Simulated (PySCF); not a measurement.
Dipole response of Ru²⁶⁺ (ruthenium, charge +26)

[Ar], closed-shell 1S. Computed with PySCF 2.14 in an uncontracted even-tempered set (19 s from 3.4 bohr⁻², ratio 2.2; 12 p from 4.4 bohr⁻², ratio 2.2; 5 d from 21 bohr⁻², ratio 2.4; 5 f from 32 bohr⁻², ratio 2.4; 4 g from 48 bohr⁻², ratio 2.4), with no relativity, point nucleus. Coupled (time-dependent) response in atomic units; α is the mean over directions.

```
method  mean α (bohr³)  C₆ (like pair)      S(−4)
   UHF         0.01558        0.002426  0.0001430
  PBE0         0.01573        0.002457  0.0001457
```

S(−4) is the Cauchy moment in α(ω) = α(0) + S(−4) ω² + …

α(iu) at UHF:

| u (hartree) | α(iu) (bohr³) |
| --- | --- |
| 0 | 0.01558 |
| 1.00 | 0.01543 |
| 2.00 | 0.01503 |
| 4.00 | 0.01363 |
| 6.00 | 0.01190 |
| 8.00 | 0.01022 |
| 10.0 | 0.008781 |
| 15.0 | 0.006273 |
| 20.0 | 0.004824 |
| 30.0 | 0.003329 |
| 50.0 | 0.002110 |

For an ion, C₆ is the dispersion term alone; charge-induced terms of lower order in 1/R come first.

A non-relativistic calculation at this Z misses sizeable relativistic shifts.
